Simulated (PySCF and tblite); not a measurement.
Values are calculated unless marked as measured or tabulated.
System: C₇H₁₅ (charge +1), numbered as in [CH3:1][C+:2]([CH3:3])[C:4]([CH3:5])([CH3:6])[CH3:7].

For the shift of H on C1 from C1 to C2: electronic barrier 33.44 kcal/mol, zero-point change -1.15 kcal/mol, thermal and entropy terms at 250 K a further 0.60 kcal/mol (symmetry numbers apart). The minimum is C1, the saddle C1. Level: PBE0/pcSseg-1 + D3(BJ) on PBE0-D3(BJ)/def2-SVP stationary points, with GFN2-xTB thermal terms. Rates follow Eyring's equation with the number of equivalent paths and no tunnelling. Programs: tblite and PySCF.

Task: How many equivalent paths lead out of the minimum?

Result: 1: the symmetry number of the minimum is 1, that of the saddle displaced along its mode 1.

Task: Work out the rate at 250 K.

Result: ΔG‡ = 32.89 kcal/mol; k_B T/h = 5.2×10¹² s⁻¹; exp(−ΔG‡/RT) = 1.8×10⁻²⁹; times 1 gives k = 9.3×10⁻¹⁷ s⁻¹. Wigner's tunnelling factor for the 424i cm⁻¹ mode would be 1.25.

The ion is treated without a counter-ion.
